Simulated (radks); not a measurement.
Q: All-electron atom: Mo0.2+ in [Ne] 3s(up 1, down 0.8) 3p6 3d10 4s2 4p6 4d5 5s1 (fractional occupations, a model configuration). All-electron calculation, scalar-relativistic Kohn-Sham, r2SCAN, spin-polarised, spherical densities, finite nucleus; open shells are filled with parallel spins first (spin-orbit coupling, left out, can overturn this in heavy ions); meta-GGA in the generalised Kohn-Sham scheme; Fermi nuclear charge, rms radius 4.4091 fm. Program: a radial shooting solver on a logarithmic mesh with Libxc functionals. Some entries of the table are withheld. Estimate them.

| orbital | occ. | eigenvalue (hartree) | <r^2> (bohr^2) | <r> (bohr) |
|---|---|---|---|---|
| 1s up | 1 | -730.3240 | 0.001670 | 0.03517 |
| 1s down | 1 | -730.3153 | 0.001670 | 0.03517 |
| 2s up | 1 | -103.7964 | 0.02782 | 0.1536 |
| 2s down | 1 | -103.7634 | 0.02782 | 0.1536 |
| 2p up | 3 | -92.72343 | 0.02193 | 0.1340 |
| 2p down | 3 | -92.69688 | 0.02192 | 0.1339 |
| 3s up | 1 | -18.01097 | 0.2090 | 0.4272 |
| 3s down | 0.8 | -17.97634 | 0.2091 | 0.4273 |
| 3p up | 3 | -14.34687 | 0.2142 | 0.4290 |
| 3p down | 3 | -14.31127 | 0.2143 | 0.4292 |
| 3d up | 5 | -8.41022 | 0.2059 | 0.4139 |
| 3d down | 5 | -8.36883 | 0.2058 | 0.4139 |
| 4s up | 1 | -2.55898 | 1.400 | (1) |
| 4s down | 1 | -2.42758 | 1.372 | (2) |
| 4p up | 3 | -1.58226 | 1.763 | 1.239 |
| 4p down | 3 | -1.43363 | 1.709 | 1.221 |
| 4d up | 5 | -0.24889 | 4.356 | (3) |
| 5s up | 1 | -0.22725 | 12.52 | 3.314 |

A: 
(1) 4s up <r> (bohr): 1.111
(2) 4s down <r> (bohr): 1.100
(3) 4d up <r> (bohr): 1.879
